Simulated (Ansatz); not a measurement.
Computed with Ansatz on PBE0-D4/def2-TZVP structures; ΔE is electronic, products minus reactants. CBS: MP2 limit from def2 TZ/QZ plus the TZ coupled-cluster correction, frozen cores. This one scheme is used for every species. DFT in def2-TZVPP. Elements past krypton have def2 core potentials. For Sb, Te outer-core shells are correlated without core-valence functions, which leaves a few kJ/mol of doubt a bond.

`[SbH2][TeH]` + `C[SiH3]` → `C[SiH2][TeH]` + `[SbH3]`  (formal exchange of groups at a Te–Sb bond)

`[SbH2][TeH]`:

```xyz
5

Sb   -0.585    0.611    1.041
Te    1.837   -0.352    0.121
H    -1.475   -0.774    0.584
H    -0.994    1.394   -0.422
H     1.217   -0.879   -1.323
```

`C[SiH3]`:

```xyz
8

C     0.212    0.865    0.427
Si   -0.189   -0.774   -0.382
H     1.227    0.860    0.830
H    -0.479    1.072    1.247
H     0.137    1.682   -0.294
H     0.754   -1.055   -1.498
H    -1.572   -0.764   -0.933
H    -0.089   -1.885    0.603
```

`C[SiH2][TeH]`:

Cartesian coordinates in Å:
```
C -0.964 -0.726 -0.303
Si 0.403 0.534 -0.472
Te 1.113 1.483 1.730
H -1.264 -1.094 -1.288
H -1.835 -0.286 0.187
H -0.631 -1.578 0.294
H -0.050 1.726 -1.237
H 1.577 -0.062 -1.161
H 1.652 0.004 2.250
```

`[SbH3]`:

Cartesian coordinates in Å:
```
Sb -0.548 -0.385 0.267
H 0.646 0.376 1.221
H -0.734 1.015 -0.693
H 0.637 -1.006 -0.795
```

**Question.** Is it downhill or uphill in electronic energy at CCSD(T)/CBS, and by how much? (Best estimate.)

**Answer.** Ansatz gave: Uphill: ΔE = +18.5 kJ/mol.

**Question.** What do these levels give: B97M-V, CAM-B3LYP-D4, r2SCAN0, SCS-MP2/def2-QZVPP, HF/CBS(def2), CCSD/CBS(def2)? (An estimate is asked.)

**Answer.** The calculation gave: B97M-V 9.3, CAM-B3LYP-D4 17.2, r2SCAN0 15.8, SCS-MP2/def2-QZVPP 20.3, HF/CBS(def2) 25.4, CCSD/CBS(def2) 19.0 kJ/mol.

**Question.** What do rigid-rotor, harmonic-oscillator terms from PBE0-D4/def2-TZVP frequencies (298.15 K, 1 bar) make of the CCSD(T)/CBS value? (An estimate is asked.)

**Answer.** Computed: ΔZPE = -3.8 kJ/mol, ΔH = +15.7 kJ/mol, ΔS = -1 J/(mol·K), ΔG = +15.9 kJ/mol.

Largest T1 diagnostic among the species: 0.014.

Leaving LDA and LC-ωPBE aside and taking each functional with its dispersion term where it has one, the values, not all of them listed here, spread over 12.8 kJ/mol, from B97M-V to BLYP-D4. LDA lies −7.5 kJ/mol from PBE without D4. In def2-TZVPP, CCSD(T) changes the Hartree–Fock value by −12.4 kJ/mol (the triples alone add −0.6 kJ/mol) and MP2 by −9.9 kJ/mol.
